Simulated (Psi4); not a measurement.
Pair of molecules, SMILES O=C=O with SMILES CC (the first has 3 atoms); geometry from B3LYP-D3(BJ)/def2-TZVP.
(charge 0, multiplicity 1):
```json
[
 {"atom": "O", "x (Å)": "0.3716", "y (Å)": "0.9297", "z (Å)": "0.3839"},
 {"atom": "C", "x (Å)": "-0.0140", "y (Å)": "-0.1306", "z (Å)": "0.1152"},
 {"atom": "O", "x (Å)": "-0.3989", "y (Å)": "-1.1896", "z (Å)": "-0.1579"},
 {"atom": "C", "x (Å)": "-0.2180", "y (Å)": "-0.6323", "z (Å)": "3.5005"},
 {"atom": "C", "x (Å)": "0.2295", "y (Å)": "0.7335", "z (Å)": "4.0129"},
 {"atom": "H", "x (Å)": "-0.4559", "y (Å)": "-1.3097", "z (Å)": "4.3230"},
 {"atom": "H", "x (Å)": "0.5622", "y (Å)": "-1.1099", "z (Å)": "2.9037"},
 {"atom": "H", "x (Å)": "-1.1126", "y (Å)": "-0.5522", "z (Å)": "2.8789"},
 {"atom": "H", "x (Å)": "-0.5509", "y (Å)": "1.2054", "z (Å)": "4.6131"},
 {"atom": "H", "x (Å)": "0.4669", "y (Å)": "1.4073", "z (Å)": "3.1882"},
 {"atom": "H", "x (Å)": "1.1201", "y (Å)": "0.6483", "z (Å)": "4.6387"}
]
```

Level of theory: SAPT0/jun-cc-pV(D+d)Z (Psi4).

Q: Give the four SAPT terms and the total, and say what mostly holds the pair together.

A: electrostatics -0.60, exchange 1.48, induction -0.18, dispersion -1.25, total -0.54 kcal/mol; the largest attraction is dispersion.
